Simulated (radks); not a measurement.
Values are calculated unless marked as measured or tabulated.
How relativity changes the ionisation of the holmium ion Ho16+ ([Kr] 4d10 4f5) to Ho17+ ([Kr] 4d10 4f4). Spin-unpolarised spherical Kohn-Sham, BLYP, point nucleus unless stated (finite: rms radius 5.2022 fm), a radial shooting solver on a logarithmic mesh with Libxc functionals. A level marked "c x" has the speed of light scaled by that factor and shares open shells by 2j + 1; other Dirac levels either fill j = l - 1/2 first or share by 2j + 1.

| level | E(Ho16+) (hartree) | E(Ho17+) (hartree) | IE (eV) | HOMO | <r> HOMO (bohr) |
|---|---|---|---|---|---|
| non-rel. | -11984.0846 | -11970.6669 | 365.11 | 4f | 0.5892 |
| scalar-rel. | -12531.2302 | -12517.9995 | 360.02 | 4f | 0.5977 |
| scalar-rel., finite nucleus | -12530.0438 | -12516.8131 | 360.03 | 4f | 0.5977 |
| Dirac, 2j+1 shares | -12543.3010 | -12530.0738 | 359.93 | 4f7/2 | 0.5996 |
| Dirac, low j first | -12543.4668 | -12530.2135 | 360.64 | 4f5/2 | 0.5960 |
| Dirac, 2j+1 shares, finite nucleus | -12542.1064 | -12528.8792 | 359.93 | 4f7/2 | 0.5996 |
| Dirac, c x 0.85 | -12801.8512 | -12788.6968 | 357.95 | 4f7/2 | 0.6038 |
| Dirac, c x 10 | -11989.0362 | -11975.6204 | 365.06 | 4f7/2 | 0.5893 |
| Dirac, c x 100 | -11984.1341 | -11970.7164 | 365.11 | 4f7/2 | 0.5892 |

NIST Atomic Spectra Database: 373 eV (theoretical). The relativistic part of the total energy of Ho16+ is -558 hartree (Dirac, 2j+1 shares, finite nucleus), 4.7 % of the non-relativistic value. Spin polarisation and multiplet splitting of open shells are left out at every level.

Beside tabulated values, note that relativity, absent from the non-relativistic runs, is large for the heavy elements, and spin-unpolarised runs miss the spin-polarisation part of the exchange energy of open shells.
